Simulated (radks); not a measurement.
The numbers below are computed, except where a source is named.
Question: Species: Tb. Configuration: [Kr] 4d10 4f9 5s1.5 5p6 6s2 7s0.5 (fractional occupations, a model configuration). Level of theory: scalar-relativistic Kohn-Sham, PBE, spin-polarised, spherical densities, finite nucleus; open shells are filled with parallel spins first (spin-orbit coupling, left out, can overturn this in heavy ions); Fermi nuclear charge, rms radius 5.06 fm (a radial shooting solver on a logarithmic mesh with Libxc functionals). Some entries of the table are withheld. Estimate them.

orbital,occ.,eigenvalue (hartree),<r> (bohr),r(max) (bohr)
1s up,1,-1905.682,0.02151,0.01364
1s down,1,-1905.680,0.02151,0.01364
2s up,1,-316.0391,0.09150,0.07750
2s down,1,-316.0366,0.09150,0.07750
2p up,3,-280.8710,0.08088,0.06280
2p down,3,-280.8688,0.08088,0.06280
3s up,1,-70.23888,0.2394,0.2198
3s down,1,-70.16914,0.2393,0.2197
3p up,3,-59.39025,0.2382,0.2158
3p down,3,-59.32074,0.2380,0.2157
3d up,5,-45.24258,0.2166,0.1765
3d down,5,-45.18916,0.2164,0.1764
4s up,1,-14.10120,0.5417,0.5048
4s down,1,-13.94230,0.5416,0.5047
4p up,3,-10.53039,0.5739,0.5271
4p down,3,-10.37245,0.5739,0.5270
4d up,5,-5.62795,0.6240,0.5470
4d down,5,-5.47035,0.6244,0.5469
5s up,1,-1.94641,1.312,1.176
5s down,0.5,-1.84673,1.330,1.186
5p up,3,-1.09348,1.539,1.335
5p down,3,-1.01828,1.572,1.354
4f up,7,-0.33229,0.8700,0.5553
6s up,1,-0.20633,(1),3.260
6s down,1,-0.19707,(2),3.335
4f down,2,-0.18993,0.9204,0.5571
7s up,0.5,-0.03663,11.09,10.21

Answer: 
(1) 6s up <r> (bohr): 3.765
(2) 6s down <r> (bohr): 3.845
